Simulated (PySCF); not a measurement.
Planning a core-ionisation job on `CN1[SiH2]CC1=S`.

Method: delta-SCF UKS PBE0, pcX-2 on the ionised atom, pcseg-1 elsewhere, spin-free X2C (PySCF 2.14.0). Geometry: PBE0-D3(BJ)/def2-SVP. Work: ΔSCF core ionisation, 8 holes, density fitting. The command runs a driver script over a list of jobs; the input below is this job's line of settings and its coordinates in Å.

Command:
```bash
OMP_NUM_THREADS=1 python probes_run.py task.json out
```

Input:
```
{"job": {"kind": "xps", "xc": "PBE0"}, "charge": 0, "multiplicity": 1}
C      1.599839     0.792057     0.263227
N      0.241030     0.540564    -0.129974
Si    -0.944410    -0.785541    -0.143969
C     -1.891659     0.670762    -0.882854
C     -0.606113     1.470268    -0.668952
S     -0.317651     3.047137    -1.000471
H      1.800351     1.866967     0.136839
H      2.306182     0.221858    -0.361920
H      1.761027     0.513297     1.316196
H     -1.317325    -1.282020     1.212527
H     -0.573279    -1.941734    -1.010367
H     -2.738003     1.079389    -0.312460
H     -2.175546     0.619099    -1.943617
```

Hardware: one thread, Arm Neoverse V1 (aarch64), no GPU, shared host with 32 logical CPUs at a one-minute load of 32. PySCF's memory limit was set to 1760 MB.

Task: How large is the largest of the mixed bases?

Result: 169 functions.

Task: Which is nearest to the wall time?
A. 11 min
B. 83 s
C. 10 s

Result: B. The run took 83 s. The run took 124 SCF cycles in all, 10 s a hole on average.

Task: How much memory does it need at the peak?

Result: About 0.69 GiB. Peak memory is the resident size of the whole Python process, interpreter and libraries included.

Task: At this speed, how long would 20000 such jobs take on 8 cores, one job a core?

Result: 20000/8 gives 2500 rounds of 83 s, about 58 h of wall time and 460 core-hours, if the jobs don't slow each other.

Other jobs ran on the host; a repeat could differ by tens of per cent or more.
